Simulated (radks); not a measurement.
Values are calculated unless marked as measured or tabulated.
Pb, configuration [Xe] 4f14 5d10 6s1.75 6p2 7p0.25 (fractional occupations, a model configuration).

Level of theory: Dirac Kohn-Sham, revPBE, spin-unpolarised, spherical densities, point nucleus; open shells are shared between the two j in proportion to 2j + 1 (a radial shooting solver on a logarithmic mesh with Libxc functionals).

Energy parts (eV):
part                       energy
total                  -569503.41
kinetic                 663196.46
electron-nucleus      -1441625.97
Hartree                 219554.50
exchange-correlation    -10628.40

Orbitals (lengths in bohr, moments of r in powers of bohr; <r^-3> diverges for s and p1/2; r(max) is where P^2 peaks):
orbital       occ.  eigenvalue (eV)  <r^-3>    r(max)  small-component weight
1s1/2            2        -87985.14       -  0.009834                9.80e-02
2s1/2            2        -15724.29       -   0.05735                2.26e-02
2p1/2            2        -15097.49       -   0.04198                2.27e-02
2p3/2            4        -12907.65   23390   0.04970                1.99e-02
3s1/2            2        -3775.335       -    0.1614                7.60e-03
3p1/2            2        -3493.145       -    0.1504                7.54e-03
3p3/2            4        -3004.525    5522    0.1660                6.75e-03
3d3/2            4        -2542.056   969.2    0.1289                6.63e-03
3d5/2            6        -2438.106   791.1    0.1331                6.42e-03
4s1/2            2        -855.9801       -    0.3627                2.62e-03
4p1/2            2        -733.9352       -    0.3603                2.52e-03
4p3/2            4        -614.3498    1358    0.3919                2.21e-03
4d3/2            4        -415.9370   216.2    0.3832                2.01e-03
4d5/2            6        -393.6226   172.4    0.3928                1.93e-03
4f5/2            6        -136.8191   37.87    0.3477                1.57e-03
4f7/2            8        -131.7887   35.88    0.3522                1.54e-03
5s1/2            2        -145.3024       -    0.7901                7.02e-04
5p1/2            2        -103.7311       -    0.8286                6.14e-04
5p3/2            4         -81.4183   249.2    0.9056                5.17e-04
5d3/2            4         -24.2669   25.84     1.054                3.26e-04
5d5/2            6         -21.6785   19.94     1.087                3.04e-04
6s1/2         1.75         -13.3255       -     1.958                1.02e-04
6p1/2     0.666667          -5.7207       -     2.369                5.95e-05
6p3/2      1.33333          -4.1304   16.50     2.707                4.35e-05
7p1/2    0.0833333          -0.5280       -     12.55                2.19e-06
7p3/2     0.166667          -0.4794  0.5599     13.09                1.91e-06

The highest occupied level is 7p3/2 at -0.479 eV. Summed over all electrons, <r^2> = 124.9 bohr^2, which gives a Langevin (diamagnetic) susceptibility term of -98.9 x 10^-6 cm^3/mol.
